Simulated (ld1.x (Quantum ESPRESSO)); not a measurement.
How hard is this nickel (Ni) RRKJ potential?

```
Element                 : nickel
Generator               : ld1.x (Quantum ESPRESSO) 7.5
Type                    : norm-conserving RRKJ (Kleinman–Bylander form)
Functional              : PBE
Relativity              : scalar-relativistic
Frozen core             : [Ar]
Valence charge          : 10
Reference configuration : 3d8 4s1 4p1
Partial waves           : 4p (bound): rc 2.75 bohr; 3d (bound): rc 1.60 bohr; 4f channel at 0.15 Ry: rc 2.80 bohr; 4s (bound): rc 1.55 bohr
Local potential         : the s channel
Core correction         : none
```

The pseudo-atom Hamiltonian at the reference potential is diagonalised in spherical Bessel functions j_l(qr) that vanish at 20 bohr, with q² up to the cutoff. All-electron valence levels (Ry): 4p -0.1555, 3d -0.7946, 4s -0.5059.

Q: How do the lowest levels (Ry) of each channel move with the cutoff, and are there ghosts?

A:

```csv
cutoff (Ry),p #1,d #1,f #1,f #2,s #1,s #2,Σ f·Δε (mRy)
8,-0.1518,0.0349,0.0933,0.2148,-0.4758,-0.0263,6669.7
18,-0.1554,0.0348,0.0933,0.2148,-0.4884,-0.0276,6652.2
35,-0.1555,0.0057,0.0933,0.2148,-0.5037,-0.0292,6404.9
55,-0.1555,-0.7582,0.0933,0.2148,-0.5052,-0.0294,291.7
90,-0.1555,-0.7941,0.0933,0.2148,-0.5057,-0.0294,4.6
140,-0.1555,-0.7946,0.0933,0.2148,-0.5058,-0.0294,0.3
400,-0.1555,-0.7946,0.0933,0.2148,-0.5059,-0.0294,0.0
```

Result: no extra level below or beside the all-electron valence levels (p, d, f, s tested); 10 mRy is reached at 70 Ry and 1 mRy at 110 Ry.

Its largest configuration-test error is -606 meV.
